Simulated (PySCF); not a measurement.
C₂H₆AlFIN. Atoms are numbered in the order given.

```xyz
12

Al     0.6521    -0.7308     0.0000
F      2.2883    -1.0221     0.0000
I     -0.1614     1.5836     0.0000
N     -0.4473    -2.1106     0.0000
C      0.0440    -3.4704     0.0000
C     -1.8867    -2.0179     0.0000
H     -0.3026    -4.0288    -0.8910
H     -0.3026    -4.0288     0.8910
H      1.1442    -3.4907     0.0000
H     -2.3268    -2.5063     0.8909
H     -2.3268    -2.5063    -0.8909
H     -2.2165    -0.9679     0.0000
```
Charge 0, spin multiplicity 1.

Geometry: PBE0-D3(BJ)/def2-SVP. The def2 effective core potentials stand for the cores of I; spin–orbit coupling is left out. Other conformers were not sampled.

Computed with PySCF with PBE/def2-TZVP.

ESP charges are fitted to the potential on shells at 1.4 to 2.0 van der Waals radii. Atomic charges (e):

```json
[
 {"atom": "Al1", "Mulliken": "0.46", "ESP fit": "0.56", "Löwdin": "-0.36"},
 {"atom": "F2", "Mulliken": "-0.31", "ESP fit": "-0.33", "Löwdin": "0.00"},
 {"atom": "I3", "Mulliken": "-0.18", "ESP fit": "-0.15", "Löwdin": "0.30"},
 {"atom": "N4", "Mulliken": "-0.11", "ESP fit": "-0.01", "Löwdin": "0.01"},
 {"atom": "C5", "Mulliken": "-0.31", "ESP fit": "-0.32", "Löwdin": "-0.32"},
 {"atom": "C6", "Mulliken": "-0.30", "ESP fit": "-0.57", "Löwdin": "-0.33"},
 {"atom": "H7", "Mulliken": "0.11", "ESP fit": "0.10", "Löwdin": "0.11"},
 {"atom": "H8", "Mulliken": "0.11", "ESP fit": "0.10", "Löwdin": "0.11"},
 {"atom": "H9", "Mulliken": "0.14", "ESP fit": "0.13", "Löwdin": "0.13"},
 {"atom": "H10", "Mulliken": "0.11", "ESP fit": "0.17", "Löwdin": "0.11"},
 {"atom": "H11", "Mulliken": "0.11", "ESP fit": "0.17", "Löwdin": "0.11"},
 {"atom": "H12", "Mulliken": "0.14", "ESP fit": "0.13", "Löwdin": "0.13"}
]
```
